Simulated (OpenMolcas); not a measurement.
# Sn III: effect of the IPEA shift

| Quantity | Value |
| --- | --- |
| Program | OpenMolcas |
| Basis | ANO-R2 [7s6p4d2f1g] |
| Scalar Hamiltonian | X2C, finite nucleus |
| Active space | 2 electrons in 9 orbitals (RAS2 5s 5p; RAS3 5d, at most 2 electrons) |
| State averaging | 2S+1 = 3 even, 3 roots; 2S+1 = 1 even, 7 roots; 2S+1 = 3 odd, 3 roots; 2S+1 = 1 odd, 3 roots |
| Spin-orbit coupling | state interaction with AMFI integrals over the reference wave functions, term energies averaged over their components |

Methods on the same reference wave functions:
A. RASSCF
B. MS-RASPT2, IPEA 0 Eh, imaginary shift 0.1 Eh (closed shells correlated: 4d)
C. MS-RASPT2, IPEA 0.25 Eh, imaginary shift 0.1 Eh (closed shells correlated: 4d)

Energies in cm-1 above 5s2 1S0, the measured ground level; measured values from Moore, Atomic Energy Levels, vol. III, NSRDS-NBS 35 (1971 reprint of NBS Circular 467, 1958).

```json
{"Level": "5s2 1S0", "A": "0.0", "B": "0.0", "C": "0.0", "Measured": "0.0"}
{"Level": "5s 5p 3P* 0", "A": "48041", "B": "54160", "C": "54100", "Measured": "53548"}
{"Level": "5s 5p 3P* 1", "A": "49468", "B": "55550", "C": "55490", "Measured": "55196"}
{"Level": "5s 5p 3P* 2", "A": "52702", "B": "58820", "C": "58760", "Measured": "59229"}
{"Level": "5s 5p 1P* 1", "A": "80066", "B": "78980", "C": "79170", "Measured": "79911"}
```

Deviations, from unrounded energies. A percentage is the sum of absolute deviations over the sum of measured energies, with the sign that they share, or ± where signs differ.

```json
{"Against measurement": "mean absolute deviation (cm-1)", "Levels": "4", "A": "4500", "B": "580", "C": "510"}
{"Against measurement": "other configurations (%)", "Levels": "4", "A": "±7.2", "B": "±0.9", "C": "±0.8"}
```

C lies closest to measurement on these levels and A furthest from it. The largest miss of C in the table is 5s 5p 1P* 1, by -740 cm-1. The ranking rests on the paired levels alone, and a cruder setting can come out closer through cancelling errors.

Between B and C the level of the table that moves most is 5s 5p 1P* 1, by 190 cm-1 (lowest in B, highest in C). Moves below CASPT2's spread within the term are not significant.

The lowest spin-free term lies below A's lowest term by 0.434 hartree in B, 0.432 hartree in C.

Active for correlation alone: 5d; no level in the range computed is led by a configuration that fills it, so any true level of that kind is missing. Computed and measured levels are paired by configuration, term and J; levels that our copy of the source lacks, or whose pairing is in doubt (as where it misses far off the trend of its configuration), stay unpaired and out of the deviations. Levels of configurations outside the active space are missing. Levels that lie high or do not pair safely by name in every column are left out.

* marks odd parity.
